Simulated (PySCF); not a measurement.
**Telling isomers of C5H5FN2 apart by NMR**

PySCF 2.14 calculation with shieldings: GIAO PBE0/pcSseg-1 and GFN2-xTB structure; single conformer, no solvent, relativity neglected, rapidly exchanging positions averaged.

δ = σ(ref) − σ, references computed at the same level: 1H (31.72 ppm), 13C (186.93 ppm) vs TMS. Splittings of carbon signals by F and P are missing where no couplings were computed. Where no couplings were computed, multiplicities follow the n + 1 count of equivalent neighbours, and m marks all less simple cases (inequivalent or close neighbours, rings, F or P nearby). Shifts are as computed. Against solution values, carbons near 30 ppm lie about +3 ppm off and those near 130 ppm about +5 ppm. Of 1211 compounds with measured shifts, 218 miss one by over three times the rms of a fit or turn the order of signals round; such compounds aren't used in these exercises. OH and NH positions are gas-phase values without hydrogen bonding to other molecules.

(1) Tabulate the signals of `F/C=C\c1ccn[nH]1`, `C=Cc1cnc(F)[nH]1` and their relative energies.

(2) What is the quickest way to tell F/C=C\c1ccn[nH]1 from C=Cc1cnc(F)[nH]1?

## Answers

(1) 
```json
{"SMILES": "F/C=C\\c1ccn[nH]1", "carbon types": "1×C 4×CH", "δC": "157.8, 142.9, 139.2, 112.0, 107.3", "δH": "10.37 (br s, 1H), 7.64 (m, 1H), 6.99 (m, 1H), 6.33 (m, 1H), 5.98 (m, 1H)", "E rel. (kcal/mol)": "9.8"}
{"SMILES": "C=Cc1cnc(F)[nH]1", "carbon types": "2×C 2×CH 1×CH2", "δC": "157.7, 132.4, 132.2, 131.1, 110.9", "δH": "7.90 (br s, 1H), 6.88 (m, 1H), 6.70 (m, 1H), 5.26 (m, 1H), 5.21 (m, 1H)", "E rel. (kcal/mol)": "0.0"}
```

Energies are electronic energies at PBE0/pcSseg-1 on these geometries, without zero-point or thermal terms, each for the one conformer computed, which needn't be the lowest.

(2) Both give the same number of carbon signals, but DEPT or the intensities differ. The first has an alkene CH at 157.8 ppm, the second a terminal =CH2 carbon at 110.9 ppm. Their most deshielded carbons lie at 157.8 and 157.7 ppm. In the proton spectra the most deshielded non-exchanging signals are 7.64 (m, 1H) and 6.88 (m, 1H).
